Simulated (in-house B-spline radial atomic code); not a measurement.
How numerical settings move a run on Cu II (Cu+), [Ar] 3d10. Computed with an all-electron radial atomic-structure program (B-spline basis): scalar-relativistic (X2C) B97-1, spin-polarised, spherical fractional occupations, Fermi nucleus of rms radius 3.8823 fm.

Command:
```bash
python run_scf.py task.json out
```
Settings of the sound reference run:
```
Z                29
electrons        28
configuration    [Ar] 3d10
hamiltonian      x2c
method           b97_1
spin_polarised   True
nucleus          fermi
rms_radius       3.8823
mass_number      63
atomic_mass      62.9296
speed_of_light   137.036
knot_spacing     0.22
spline_order     8
gauss_points     12
box_radius       35.29
max_iterations   70
damping          0.5
damped_steps     3
diis_vectors     10
tolerance        1e-08
start            Thomas-Fermi
```

Cost of the run: 0.28 s on 1 thread of Intel(R) Xeon(R) 6975P-C (shared host).

It converges in 12 iterations to -1654.436761 hartree, with 3d up at -15.445 eV. The other runs change the listed settings, some to values that make no sense; their results aren't properties of the atom or ion. Radii are in bohr (the nuclear one in fm), a minus after a letter asks for a j subshell, and «unchanged» means within 1e-8 hartree. The run stops when the residual is below 10 × tolerance × max(1, Z/10), or a noise floor if that is larger, and the energy moves by less than 1e-8 × √|E| hartree; so very loose and very tight tolerances often act alike.

```tsv
changed settings	outcome
knot_spacing = 2, spline_order = 6, box_radius = 2.12, max_iterations = 50, damping = 0.8	converged in 9 iterations, energy +1.78e+01 hartree from the reference, 3d up level +2.1e+01 eV (the program warns: 3d up has a positive eigenvalue: unbound, held by the box; 3d down has a positive eigenvalue: unbound, held by the box)
first_knot = 0.0345	converged in 12 iterations, energy +1.17e-01 hartree from the reference, 3d up level -1.5e-04 eV
hamiltonian = dirac, method = r2scan, spin_polarised = False	stopped with error: meta-GGAs are not served with the Dirac Hamiltonian
max_iterations = 100, damping = 0, diis_vectors = 1, tolerance = 1e-13	not converged after 100 iterations, last residual 1.5e+00, last energy +4.25e+01 hartree from the reference
gauss_points = 6	converged in 12 iterations, energy +4.99e-08 hartree from the reference, 3d up level +3.3e-07 eV
first_knot = 3.45e-05	converged in 12 iterations, energy +3.56e-06 hartree from the reference, 3d up level -1.8e-06 eV
damped_steps = 8	converged in 15 iterations, energy unchanged, 3d up level -3.0e-06 eV
gauss_points = 3, box_radius = 3.53, max_iterations = 50, damped_steps = 0	not converged after 50 iterations, last residual 3.8e+03, last energy +1.60e+05 hartree from the reference
box_radius = 141.16, max_iterations = 75, damped_steps = 8, tolerance = 1e-10	converged in 15 iterations, energy -9.07e-08 hartree from the reference, 3d up level -3.6e-06 eV
first_knot = 0.000345	converged in 12 iterations, energy -1.64e-04 hartree from the reference, 3d up level -2.9e-06 eV
damped_steps = 1	converged in 11 iterations, energy unchanged, 3d up level -3.0e-07 eV
first_knot = 0.0103	converged in 12 iterations, energy +4.51e-03 hartree from the reference, 3d up level -1.0e-05 eV
first_knot = 3.45e-06	converged in 11 iterations, energy -2.59e-06 hartree from the reference, 3d up level +6.9e-05 eV
gauss_points = 16	converged in 12 iterations, energy +4.65e-08 hartree from the reference
damped_steps = 0	converged in 10 iterations, energy unchanged
gauss_points = 5	converged in 12 iterations, energy +6.29e-08 hartree from the reference, 3d up level +3.1e-07 eV
```

(1) What happens with gauss_points = 8?

(2) What happens with first_knot = 0.103?

(3) What happens with electrons = 36, configuration = [Ar] 3d10 5s2 5p6, max_iterations = 75?

(4) What happens with electrons = 31, configuration = [Ar] 3d10 4s3, max_iterations = 100?

Answers

(1) Converged in 12 iterations, energy +5.94e-08 hartree from the reference.

(2) Converged in 12 iterations, energy +1.05e+00 hartree from the reference, 3d up level -1.4e-03 eV.

(3) Converged in 26 iterations to -1653.8392 hartree, a different physical problem (warning: 5s up has a positive eigenvalue: unbound, held by the box).

(4) Stopped with error: shell 4s holds at most 1 electrons (per spin).
